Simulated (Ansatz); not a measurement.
`[CH3][Zr]([OH])([I])[I]`, charge 0, multiplicity 1.

Q: Give a relaxed structure at PBE0-D4/def2-TZVP (Ansatz). (Estimate.)

A: The calculation gave: 
```xyz
9

C    -0.0451    0.9669   -1.0474
Zr    0.2452   -0.6763    0.3632
O    -0.8777   -0.2542    1.8150
I    -0.5371   -2.9458   -0.9177
I     2.8764   -0.6497    1.0549
H     0.5748    0.8114   -1.9380
H     0.2354    1.9239   -0.5934
H    -1.0928    1.0297   -1.3621
H    -1.3791   -0.2059    2.6256
```
Point group Cs.
This is one stationary point; other conformers may exist.
